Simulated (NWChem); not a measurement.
System: RuO4; SMILES [Ru](=[O])(=[O])(=[O])=[O]

NWChem printed, in part:

```
             Northwest Computational Chemistry Package (NWChem) 7.3.0
             --------------------------------------------------------

 C1  symmetry detected

                             Geometry "geometry" -> ""
                             -------------------------

 Output coordinates in angstroms (scale by  1.889725989 to convert to a.u.)

  No.       Tag          Charge          X              Y              Z
 ---- ---------------- ---------- -------------- -------------- --------------
    1 Ru                  44.0000    -0.00000215     0.00000403    -0.00000115
    2 O                    8.0000    -0.96510193     0.93866814     0.87164570
    3 O                    8.0000     0.98303857     0.91321078    -0.87861880
    4 O                    8.0000    -0.88411948    -0.92114657    -0.97062436
    5 O                    8.0000     0.86619467    -0.93075453     0.97760381

 Effective nuclear repulsion energy (a.u.)     542.1487089313

                                Z-matrix (autoz)
                                --------

 Units are Angstrom for bonds and degrees for angles

      Type          Name      I     J     K     L     M      Value
      ----------- --------  ----- ----- ----- ----- ----- ----------
    1 Stretch                  1     2                       1.60383
    2 Stretch                  1     3                       1.60383
    3 Stretch                  1     4                       1.60384
    4 Stretch                  1     5                       1.60385
    5 Bend                     2     1     3               109.47017
    6 Bend                     2     1     4               109.47128
    7 Bend                     2     1     5               109.47304
    8 Bend                     3     1     4               109.47331
    9 Bend                     3     1     5               109.47063
   10 Bend                     4     1     5               109.46890

                           NWChem Geometry Optimization
                           ----------------------------

 maximum gradient threshold         (gmax) =   0.000450
 rms gradient threshold             (grms) =   0.000300
 maximum cartesian step threshold   (xmax) =   0.001800
 rms cartesian step threshold       (xrms) =   0.001200
 fixed trust radius                (trust) =   0.300000
 source of zmatrix                         =   autoz

          -------------------
          Energy Minimization
          -------------------

 Using diagonal initial Hessian
 Scaling for Hessian diagonals: bonds = 1.00  angles = 0.25  torsions = 0.10

          --------
          Step   0

                                 NWChem DFT Module
                                 -----------------

 Summary of "ao basis" -> "ao basis" (spherical)
 ------------------------------------------------------------------------------
       Tag                 Description            Shells   Functions and Types
 ---------------- ------------------------------  ------  ---------------------
 Ru                         def2-svp                11       31   5s3p2d1f
 O                          def2-svp                 6       14   3s2p1d

            General Information
            -------------------
          SCF calculation type: DFT
          Wavefunction type:  closed shell.
          No. of atoms     :     5
          No. of electrons :    48
           Alpha electrons :    24
            Beta electrons :    24
          Charge           :     0
          Spin multiplicity:     1
          Use of symmetry is: off; symmetry adaption is: off
          Maximum number of iterations: 150
          AO basis - number of functions:    87
                     number of shells:    35
          Convergence on energy requested:  1.00D-06
          Convergence on density requested:  1.00D-05
          Convergence on gradient requested:  5.00D-04

              XC Information
              --------------
                         PBE0 Method XC Functional
                     Hartree-Fock (Exact) Exchange  0.250
          PerdewBurkeErnzerhof Exchange Functional  0.750
            Perdew 1991 LDA Correlation Functional  1.000 local
           PerdewBurkeErnz. Correlation Functional  1.000 non-local

             Grid Information
             ----------------
          Grid used for XC integration:  medium
          Radial quadrature: Mura-Knowles
          Angular quadrature: Lebedev.
          Tag              B.-S. Rad. Rad. Pts. Rad. Cut. Ang. Pts.
          ---              ---------- --------- --------- ---------
          Ru                  1.30      123           8.0       590
          O                   0.60       49           7.0       434
          Grid pruning is: on
          Number of quadrature shells:   319
          Spatial weights used:  Erf1

      Superposition of Atomic Density Guess
      -------------------------------------

[...]

      ----------------------
      Optimization converged
      ----------------------

  Step       Energy      Delta E   Gmax     Grms     Xrms     Xmax
  ---- ---------------- -------- -------- -------- -------- --------
@    3    -395.12383858 -1.1D-08  0.00000  0.00000  0.00000  0.00001
                                     ok       ok       ok       ok

                                Z-matrix (autoz)
                                --------

 Units are Angstrom for bonds and degrees for angles

      Type          Name      I     J     K     L     M      Value     Gradient
      ----------- --------  ----- ----- ----- ----- ----- ---------- ----------
    1 Stretch                  1     2                       1.66386    0.00000
    2 Stretch                  1     3                       1.66386    0.00000
    3 Stretch                  1     4                       1.66386   -0.00000
    4 Stretch                  1     5                       1.66386    0.00000
    5 Bend                     2     1     3               109.47149    0.00000
    6 Bend                     2     1     4               109.47112   -0.00000
    7 Bend                     2     1     5               109.47088    0.00000
    8 Bend                     3     1     4               109.47134   -0.00000
    9 Bend                     3     1     5               109.47106    0.00000
   10 Bend                     4     1     5               109.47144   -0.00000

                         Geometry "geometry" -> "geometry"
                         ---------------------------------

 Output coordinates in angstroms (scale by  1.889725989 to convert to a.u.)

  No.       Tag          Charge          X              Y              Z
 ---- ---------------- ---------- -------------- -------------- --------------
    1 Ru                  44.0000     0.00000234    -0.00000333    -0.00000096
    2 O                    8.0000    -1.00121656     0.97377375     0.90428887
    3 O                    8.0000     1.01982476     0.94736542    -0.91152133
    4 O                    8.0000    -0.91720653    -0.95559575    -1.00697439
    5 O                    8.0000     0.89860566    -0.96555825     1.01421299

 Effective nuclear repulsion energy (a.u.)     522.5920057807

                Final and change from initial internal coordinates
                --------------------------------------------------

                                Z-matrix (autoz)
                                --------

 Units are Angstrom for bonds and degrees for angles

[...]

 Rotational Constants
 --------------------
 A=   0.142764 cm-1  (  0.205401 K)
 B=   0.142764 cm-1  (  0.205401 K)
 C=   0.142763 cm-1  (  0.205400 K)

 Temperature                      =   298.15K
 frequency scaling parameter      =   1.0000

 Zero-Point correction to Energy  =    8.407 kcal/mol  (  0.013398 au)
 Thermal correction to Energy     =   11.363 kcal/mol  (  0.018109 au)
 Thermal correction to Enthalpy   =   11.955 kcal/mol  (  0.019052 au)

 Total Entropy                    =   72.938 cal/mol-K
   - Translational                =   41.208 cal/mol-K (mol. weight = 165.8833)
   - Rotational                   =   25.808 cal/mol-K (symmetry #  =        1)
   - Vibrational                  =    5.922 cal/mol-K

 Cv (constant volume heat capacity) =   15.138 cal/mol-K
   - Translational                  =    2.979 cal/mol-K
   - Rotational                     =    2.979 cal/mol-K
   - Vibrational                    =    9.179 cal/mol-K

[normal modes left out]

 ----------------------------------------------------------------------------
 Normal Eigenvalue ||           Projected Infra Red Intensities
  Mode   [cm**-1]  || [atomic units] [(debye/angs)**2] [(KM/mol)] [arbitrary]
 ------ ---------- || -------------- ----------------- ---------- -----------
    1       -0.000 ||    0.000000           0.000         0.000       0.000
    2        0.000 ||    0.000000           0.000         0.000       0.000
    3        0.000 ||    0.000000           0.000         0.000       0.000
    4        0.000 ||    0.000000           0.000         0.000       0.000
    5        0.000 ||    0.000000           0.000         0.000       0.000
    6        0.000 ||    0.000000           0.000         0.000       0.000
    7      348.635 ||    0.000000           0.000         0.000       0.000
    8      348.636 ||    0.000000           0.000         0.000       0.000
    9      370.551 ||    0.008171           0.189         7.965       2.781
   10      370.552 ||    0.008170           0.188         7.965       2.781
   11      370.554 ||    0.008170           0.188         7.964       2.781
   12     1006.972 ||    0.000000           0.000         0.000       0.000
   13     1022.643 ||    0.138720           3.200       135.231      47.219
   14     1022.645 ||    0.138722           3.200       135.233      47.219
   15     1022.648 ||    0.138721           3.200       135.232      47.219
 ----------------------------------------------------------------------------
```

Level: PBE0/def2-SVP with def2 effective core potentials on Ru. def2 effective core potentials on Ru; no spin-orbit coupling. The printed entropy takes a lower symmetry number than the molecule has.

Which NWChem input produces such a log?

Several could match; the one computed here: the input that was run:
```
start job
memory heap 200 mb stack 900 mb global 1100 mb
geometry units angstroms
  Ru     0.000007    -0.000004    -0.000004
  O      1.127595     0.646904    -0.939329
  O      0.699479    -0.817818     1.189199
  O     -0.912944    -0.993349    -0.867228
  O     -0.914141     1.164264     0.617356
end
basis spherical
  * library def2-svp
end
ecp
  Ru library def2-ecp
end
dft
  xc pbe0
  iterations 150
end
driver
  maxiter 120
end
task dft optimize
dft
  grid fine
  convergence energy 1d-8 density 1d-7
end
task dft freq numerical
```
